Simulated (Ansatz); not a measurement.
Born–Oppenheimer molecular dynamics of a periodic cell of 18 atoms, H₁₁C₂NO₄ (contents 4 H2O + 1 CH3CN, density as packed 0.91 g/cm³ with natural masses). It goes on from the last frame of an earlier run, with new velocities.

Theory: DFT PBE-D3(BJ), scalar-relativistic, plane waves, PAW in Ansatz 0.2.0. Settings: accuracy low, cutoff 420 eV, k mesh 1x1x1, fermi-dirac smearing 0.05 eV, no spin polarisation.

* ensemble: NVE (velocity Verlet)
* time step: 0.5 fs
* steps asked: 400
* starting velocities drawn for: 300 K
* seed: 784475

Frames 2.5 fs apart, positions in Å, forces in eV/Å.

Velocities at 20.0 fs (Å/ps):

```
O 0.99 -2.22 1.75
H -6.61 -22.75 7.02
H -5.07 -6.29 5.31
O -4.59 -2.77 1.89
H -0.98 1.59 -16.61
H -0.78 7.72 -18.60
O -1.05 5.30 7.41
H 3.47 -2.71 -17.37
H -9.28 -17.28 -23.54
O -0.02 1.03 -6.56
H -11.07 6.36 5.02
H -5.02 22.47 9.72
C 3.47 -4.00 -1.92
C 4.84 -0.05 5.10
N 3.81 2.39 -3.29
H -0.29 -4.85 16.44
H -41.56 28.94 5.16
H -0.64 -19.47 -36.13
```

```xyz
18
Lattice="5.9155 0.0000 0.0000 0.0000 5.9155 0.0000 0.0000 0.0000 5.9155" Properties=species:S:1:pos:R:3:forces:R:3 time_fs=20.0 energy_less_start_eV=0.027 T=288
O 3.753 3.726 2.759 1.68 1.90 -0.74
H 3.812 4.053 1.830 -0.31 -0.53 0.79
H 3.253 2.920 2.800 -1.02 -1.77 -0.10
O 2.328 1.584 3.411 0.35 -0.18 0.37
H 2.572 0.825 3.989 -0.10 0.17 0.26
H 1.837 1.050 2.760 -0.34 -0.24 -0.95
O 2.048 4.983 4.372 -1.00 -0.45 0.82
H 1.327 4.275 4.416 0.61 0.72 0.04
H 2.715 4.563 3.804 0.39 -0.22 -0.43
O 0.188 2.823 4.510 -0.69 -0.74 -2.21
H -0.429 2.884 3.704 0.38 0.47 1.44
H 0.830 2.167 4.101 0.29 0.44 0.77
C 4.979 5.030 5.937 0.15 0.15 1.17
C 5.913 5.617 6.923 1.98 0.55 -0.24
N 6.892 5.955 7.502 -2.53 -0.50 -0.97
H 3.907 5.287 6.108 0.31 -0.24 0.24
H 5.171 5.413 4.914 0.38 -0.24 0.32
H 5.201 3.931 6.037 -0.52 0.69 -0.57
18
Lattice="5.9155 0.0000 0.0000 0.0000 5.9155 0.0000 0.0000 0.0000 5.9155" Properties=species:S:1:pos:R:3:forces:R:3 time_fs=22.5 energy_less_start_eV=-0.085 T=339
O 3.758 3.723 2.763 0.00 -0.96 1.07
H 3.788 3.988 1.854 -0.09 0.26 -1.09
H 3.221 2.867 2.812 0.33 0.22 0.10
O 2.317 1.577 3.416 -0.35 0.24 -1.21
H 2.569 0.824 3.962 0.05 -0.62 0.66
H 1.830 1.067 2.694 0.26 0.25 0.16
O 2.044 4.995 4.391 0.80 -1.24 -0.73
H 1.349 4.290 4.377 -0.22 0.42 0.39
H 2.692 4.527 3.746 -0.48 0.94 0.77
O 0.186 2.825 4.491 -1.11 0.62 0.05
H -0.448 2.912 3.752 -0.26 0.29 0.12
H 0.837 2.221 4.137 1.28 -0.91 -0.30
C 4.987 5.021 5.935 -0.27 0.38 1.42
C 5.929 5.617 6.934 0.36 -0.44 -1.57
N 6.897 5.960 7.492 -1.07 0.08 -0.05
H 3.918 5.267 6.157 0.38 -0.32 0.27
H 5.082 5.479 4.934 0.66 -0.20 0.17
H 5.185 3.909 5.932 -0.28 0.98 -0.24
18
Lattice="5.9155 0.0000 0.0000 0.0000 5.9155 0.0000 0.0000 0.0000 5.9155" Properties=species:S:1:pos:R:3:forces:R:3 time_fs=25.0 energy_less_start_eV=-0.040 T=319
O 3.763 3.716 2.770 -0.80 -1.78 0.16
H 3.758 3.933 1.829 0.00 0.11 -0.21
H 3.203 2.820 2.831 0.98 1.20 0.26
O 2.304 1.571 3.416 -0.19 -0.37 -1.07
H 2.566 0.794 3.967 -0.36 0.04 -0.09
H 1.836 1.095 2.635 0.44 0.24 0.83
O 2.044 5.002 4.407 1.42 -0.51 -0.79
H 1.356 4.327 4.361 -1.20 -0.30 0.53
H 2.647 4.540 3.727 -0.03 0.89 0.67
O 0.181 2.829 4.471 0.82 -0.04 1.29
H -0.483 2.958 3.806 -0.77 0.03 -1.21
H 0.907 2.234 4.163 -0.14 -0.05 -0.39
C 4.995 5.013 5.941 -0.31 1.50 1.25
C 5.947 5.615 6.938 -1.33 -1.46 -2.68
N 6.897 5.966 7.482 0.63 0.76 0.92
H 3.949 5.228 6.221 -0.05 -0.16 0.28
H 5.031 5.533 4.966 0.65 -0.09 0.15
H 5.154 3.940 5.812 0.24 0.00 0.12
18
Lattice="5.9155 0.0000 0.0000 0.0000 5.9155 0.0000 0.0000 0.0000 5.9155" Properties=species:S:1:pos:R:3:forces:R:3 time_fs=27.5 energy_less_start_eV=-0.055 T=325
O 3.766 3.704 2.777 -0.32 -0.62 -1.42
H 3.728 3.885 1.794 0.14 -0.16 1.30
H 3.238 2.837 2.864 0.39 0.42 0.29
O 2.292 1.563 3.413 0.48 -0.27 0.14
H 2.542 0.765 3.970 -0.62 0.46 -0.47
H 1.865 1.136 2.620 -0.05 -0.25 0.23
O 2.047 5.008 4.422 -0.55 -0.25 0.52
H 1.303 4.354 4.375 -0.22 0.33 0.44
H 2.603 4.602 3.742 0.94 -0.16 -0.57
O 0.178 2.833 4.455 0.37 -0.14 0.05
H -0.550 3.004 3.802 0.95 -0.51 -0.10
H 0.970 2.242 4.164 -1.36 0.63 -0.44
C 5.000 5.013 5.952 -0.33 1.86 0.97
C 5.959 5.607 6.928 -1.14 -1.64 -2.45
N 6.900 5.975 7.476 0.68 0.75 0.87
H 3.977 5.180 6.302 -0.35 0.03 0.13
H 5.018 5.581 5.007 0.39 0.07 0.12
H 5.136 3.973 5.699 0.57 -0.54 0.36
18
Lattice="5.9155 0.0000 0.0000 0.0000 5.9155 0.0000 0.0000 0.0000 5.9155" Properties=species:S:1:pos:R:3:forces:R:3 time_fs=30.0 energy_less_start_eV=-0.107 T=349
O 3.768 3.690 2.780 0.96 1.22 -0.42
H 3.707 3.829 1.822 0.15 0.08 0.01
H 3.291 2.870 2.915 -0.91 -1.59 0.52
O 2.281 1.555 3.410 0.79 0.81 0.58
H 2.484 0.758 3.949 -0.39 -0.20 0.15
H 1.891 1.162 2.615 -0.53 -0.59 -0.68
O 2.049 5.012 4.437 -1.24 -0.43 0.71
H 1.237 4.398 4.414 1.02 0.66 0.07
H 2.607 4.659 3.731 0.45 -0.47 -0.45
O 0.176 2.837 4.441 -0.70 0.48 -0.07
H -0.568 3.022 3.787 1.40 -0.62 0.19
H 0.961 2.282 4.139 -0.78 0.15 -0.63
C 5.005 5.022 5.969 -0.71 0.71 0.41
C 5.966 5.590 6.907 0.86 -0.79 -0.85
N 6.905 5.986 7.473 -0.81 0.03 -0.12
H 3.988 5.132 6.389 -0.05 0.10 -0.26
H 5.027 5.634 5.054 0.00 0.17 0.03
H 5.150 3.981 5.610 0.49 0.28 0.81
18
Lattice="5.9155 0.0000 0.0000 0.0000 5.9155 0.0000 0.0000 0.0000 5.9155" Properties=species:S:1:pos:R:3:forces:R:3 time_fs=32.5 energy_less_start_eV=-0.211 T=396
O 3.772 3.679 2.782 0.35 -0.04 1.44
H 3.692 3.778 1.849 -0.07 0.09 -1.42
H 3.302 2.830 2.994 -0.25 -0.31 0.11
O 2.272 1.550 3.409 0.33 0.74 -0.62
H 2.402 0.741 3.936 -0.22 -0.56 0.57
H 1.890 1.158 2.580 -0.12 -0.10 0.08
O 2.048 5.015 4.455 0.77 0.09 -0.35
H 1.223 4.476 4.457 0.42 -0.16 -0.30
H 2.635 4.690 3.698 -0.82 -0.22 0.83
O 0.172 2.842 4.426 -0.53 0.71 1.33
H -0.513 3.006 3.776 -0.32 -0.06 -0.95
H 0.911 2.329 4.075 0.69 -0.69 -0.74
C 5.005 5.034 5.987 -1.00 -0.06 -0.27
C 5.977 5.570 6.882 2.55 0.29 0.85
N 6.906 5.998 7.470 -1.91 -0.63 -0.97
H 3.996 5.091 6.462 0.23 0.16 -0.56
H 5.037 5.696 5.104 -0.33 0.06 0.01
H 5.193 4.003 5.567 0.23 0.68 0.95
18
Lattice="5.9155 0.0000 0.0000 0.0000 5.9155 0.0000 0.0000 0.0000 5.9155" Properties=species:S:1:pos:R:3:forces:R:3 time_fs=35.0 energy_less_start_eV=-0.229 T=404
O 3.778 3.668 2.788 -0.60 -1.23 0.09
H 3.676 3.729 1.812 -0.01 -0.29 0.71
H 3.297 2.769 3.077 0.48 1.21 -0.67
O 2.265 1.547 3.405 -0.01 -0.64 -0.77
H 2.306 0.697 3.952 -0.20 0.40 0.02
H 1.882 1.146 2.549 0.27 0.29 0.74
O 2.049 5.018 4.473 2.14 1.27 -0.18
H 1.228 4.543 4.484 -1.02 -1.10 -0.40
H 2.621 4.706 3.708 -0.66 -0.43 0.61
O 0.166 2.849 4.415 0.31 -0.11 0.37
H -0.472 2.986 3.715 -0.85 0.32 -0.71
H 0.891 2.341 3.974 0.38 -0.19 0.22
C 5.001 5.046 6.004 -0.64 0.35 -0.63
C 6.000 5.550 6.860 2.34 0.76 1.45
N 6.900 6.007 7.463 -1.42 -0.62 -0.86
H 4.015 5.059 6.503 -0.01 0.20 -0.42
H 5.028 5.761 5.154 -0.50 -0.17 0.02
H 5.250 4.059 5.577 0.01 -0.02 0.41
18
Lattice="5.9155 0.0000 0.0000 0.0000 5.9155 0.0000 0.0000 0.0000 5.9155" Properties=species:S:1:pos:R:3:forces:R:3 time_fs=37.5 energy_less_start_eV=-0.172 T=379
O 3.782 3.652 2.795 -0.53 -1.09 -0.42
H 3.658 3.666 1.808 0.05 -0.26 1.20
H 3.317 2.773 3.124 0.38 1.02 -0.75
O 2.258 1.541 3.400 -0.15 -1.09 0.13
H 2.199 0.675 3.971 0.11 0.88 -0.31
H 1.887 1.149 2.555 0.16 0.13 0.17
O 2.056 5.026 4.490 -0.49 0.91 1.00
H 1.190 4.555 4.488 0.41 -0.29 -0.31
H 2.573 4.695 3.747 0.44 -0.79 -0.71
O 0.161 2.857 4.405 -0.12 -0.55 -2.52
H -0.472 2.982 3.621 0.33 0.25 1.31
H 0.893 2.343 3.886 -0.29 0.44 1.25
C 4.993 5.061 6.018 0.13 0.96 -0.58
C 6.034 5.535 6.845 0.09 0.30 0.58
N 6.889 6.014 7.452 0.59 0.19 0.34
H 4.033 5.039 6.521 -0.44 0.13 0.00
H 4.990 5.816 5.206 -0.46 -0.31 -0.11
H 5.307 4.115 5.611 -0.19 -0.83 -0.31
18
Lattice="5.9155 0.0000 0.0000 0.0000 5.9155 0.0000 0.0000 0.0000 5.9155" Properties=species:S:1:pos:R:3:forces:R:3 time_fs=40.0 energy_less_start_eV=-0.114 T=352
O 3.784 3.633 2.800 0.66 0.79 0.59
H 3.642 3.588 1.861 -0.12 -0.03 -0.93
H 3.354 2.829 3.133 -0.59 -1.02 0.32
O 2.251 1.532 3.394 -0.01 -0.35 0.96
H 2.099 0.701 3.974 0.44 0.48 -0.14
H 1.900 1.158 2.569 -0.21 -0.27 -0.84
O 2.063 5.037 4.510 -1.38 -0.27 0.19
H 1.173 4.548 4.474 1.23 0.32 0.01
H 2.544 4.642 3.755 0.35 -0.17 -0.15
O 0.156 2.862 4.387 -0.21 -0.33 -2.34
H -0.459 2.994 3.595 0.14 0.28 1.29
H 0.882 2.367 3.866 0.03 0.20 1.13
C 4.987 5.079 6.030 0.54 0.15 -0.50
C 6.069 5.520 6.833 -2.32 -0.39 -0.67
N 6.880 6.022 7.443 2.59 1.16 1.67
H 4.027 5.026 6.537 -0.23 0.03 0.18
H 4.925 5.853 5.250 -0.26 -0.28 -0.35
H 5.351 4.128 5.630 -0.67 -0.32 -0.41
18
Lattice="5.9155 0.0000 0.0000 0.0000 5.9155 0.0000 0.0000 0.0000 5.9155" Properties=species:S:1:pos:R:3:forces:R:3 time_fs=42.5 energy_less_start_eV=-0.064 T=329
O 3.788 3.617 2.807 0.63 1.02 0.03
H 3.620 3.507 1.871 0.00 0.13 -0.72
H 3.361 2.831 3.158 -0.71 -1.40 0.69
O 2.243 1.522 3.392 -0.02 0.50 -0.16
H 2.023 0.753 3.970 0.45 -0.48 0.40
H 1.904 1.155 2.542 -0.03 -0.10 -0.21
O 2.065 5.047 4.530 0.24 -0.87 -1.16
H 1.217 4.554 4.462 -0.13 -0.07 0.32
H 2.535 4.581 3.757 0.01 0.84 0.95
O 0.150 2.866 4.361 0.20 0.16 0.72
H -0.445 3.023 3.635 -1.22 0.48 -0.79
H 0.877 2.400 3.909 0.93 -0.54 0.05
C 4.982 5.099 6.038 0.11 -0.94 -0.57
C 6.093 5.504 6.818 -2.23 0.15 -0.37
N 6.881 6.034 7.441 2.35 0.90 1.38
H 4.011 5.017 6.563 0.42 0.04 0.08
H 4.845 5.874 5.274 0.02 -0.24 -0.38
H 5.356 4.123 5.626 -1.01 0.42 -0.26
18
Lattice="5.9155 0.0000 0.0000 0.0000 5.9155 0.0000 0.0000 0.0000 5.9155" Properties=species:S:1:pos:R:3:forces:R:3 time_fs=45.0 energy_less_start_eV=-0.036 T=317
O 3.795 3.604 2.814 -0.95 -1.50 -0.66
H 3.599 3.436 1.847 0.36 0.38 1.19
H 3.331 2.764 3.215 0.45 0.81 -0.48
O 2.235 1.514 3.389 -0.10 0.57 -0.90
H 1.975 0.780 3.988 0.49 -0.72 0.31
H 1.906 1.145 2.503 0.16 0.10 0.76
O 2.068 5.054 4.547 0.91 -0.29 -0.72
H 1.254 4.556 4.467 -1.35 -0.58 0.41
H 2.531 4.565 3.807 0.50 0.75 0.40
O 0.144 2.871 4.337 -0.07 0.39 0.96
H -0.491 3.078 3.641 -0.34 0.05 -0.64
H 0.918 2.406 3.959 0.24 -0.29 -0.47
C 4.978 5.114 6.044 -0.56 -1.04 -0.83
C 6.106 5.490 6.801 -0.26 1.71 1.16
N 6.891 6.050 7.444 0.45 -0.47 -0.23
H 4.017 5.009 6.594 0.56 0.09 0.12
H 4.766 5.880 5.276 0.31 -0.28 -0.12
H 5.304 4.138 5.605 -0.79 0.30 -0.27
18
Lattice="5.9155 0.0000 0.0000 0.0000 5.9155 0.0000 0.0000 0.0000 5.9155" Properties=species:S:1:pos:R:3:forces:R:3 time_fs=47.5 energy_less_start_eV=0.034 T=285
O 3.798 3.585 2.820 -1.01 -1.84 0.45
H 3.598 3.385 1.880 0.25 0.31 0.36
H 3.324 2.736 3.249 0.64 1.22 -0.73
O 2.227 1.507 3.384 -0.09 0.13 0.36
H 1.957 0.769 4.020 0.77 -0.09 -0.49
H 1.916 1.139 2.503 -0.05 -0.07 0.48
O 2.073 5.060 4.561 -1.34 -0.27 0.50
H 1.227 4.530 4.496 0.29 0.21 0.32
H 2.558 4.589 3.877 1.01 -0.09 -0.80
O 0.139 2.877 4.315 -0.40 0.52 -0.31
H -0.554 3.134 3.612 1.35 -0.67 0.53
H 0.971 2.397 3.983 -1.13 0.40 -0.50
C 4.971 5.123 6.046 -0.67 -0.55 -0.88
C 6.118 5.483 6.791 0.99 2.56 1.90
N 6.904 6.064 7.446 -0.90 -1.48 -1.37
H 4.053 5.007 6.634 0.10 0.13 0.36
H 4.706 5.870 5.272 0.45 -0.10 0.11
H 5.206 4.169 5.568 -0.26 -0.31 -0.31
```

Of the whole run (200 fs, mean temperature of the second half 358 K): The conserved energy stayed within 0.15 meV per atom of its start (net change 0.038 meV per atom), so the integration is sound. A run of 0.2 ps of so small a system gives no equilibrium averages. Limits of this set-up: coarse k mesh, low accuracy level.

Time of the run: 4.7 min on 1 thread of Arm Neoverse V1 (shared host), peak memory 0.32 GiB.
